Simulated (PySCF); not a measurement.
Si(H)(Me)2(OH) (C₂H₈OSi), SMILES C[SiH](C)O.

Coordinates come from a B3LYP-D3(BJ)/def2-SVP optimisation. Other conformers were not sampled.

Two levels are set side by side: TDDFT-PBE/def2-SVPD (PySCF) and TDDFT-ωB97X/def2-SVPD (PySCF). Vertical, same geometry. The lowest singlet is HOMO→LUMO 100 % with PBE and HOMO→LUMO 72 %, HOMO→LUMO+1 12 % with the other functional; states are paired by order. Differences are taken from unrounded values.

| quantity | TDDFT-ωB97X |
|---|---|
| lowest singlet excitation (eV) | 7.69 |
| lowest triplet excitation (TDA) (eV) | 7.42 |
| first bright state (f over 0.05) (eV) | 8.61 |
| its oscillator strength | 0.07 |

### Question
What does TDDFT-PBE give, and how far is it from TDDFT-ωB97X? (An estimate is asked for; the answer gives what the named calculation found.)

### Answer

```json
[
 {"quantity": "lowest singlet excitation (eV)", "TDDFT-PBE": "6.35", "TDDFT-PBE minus TDDFT-ωB97X": "-1.33"},
 {"quantity": "lowest triplet excitation (TDA) (eV)", "TDDFT-PBE": "6.16", "TDDFT-PBE minus TDDFT-ωB97X": "-1.26"},
 {"quantity": "first bright state (f over 0.05) (eV)", "TDDFT-PBE": "7.98", "TDDFT-PBE minus TDDFT-ωB97X": "-0.63"},
 {"quantity": "its oscillator strength", "TDDFT-PBE": "0.06", "TDDFT-PBE minus TDDFT-ωB97X": "-0.01"}
]
```

A lower first singlet is the usual sign of a functional without exact exchange. Differences between two approximate levels are no errors against the true value.

Rough cost on one machine, each run with all the roots and properties that it gave: TDDFT-ωB97X against TDDFT-PBE about 8 times.
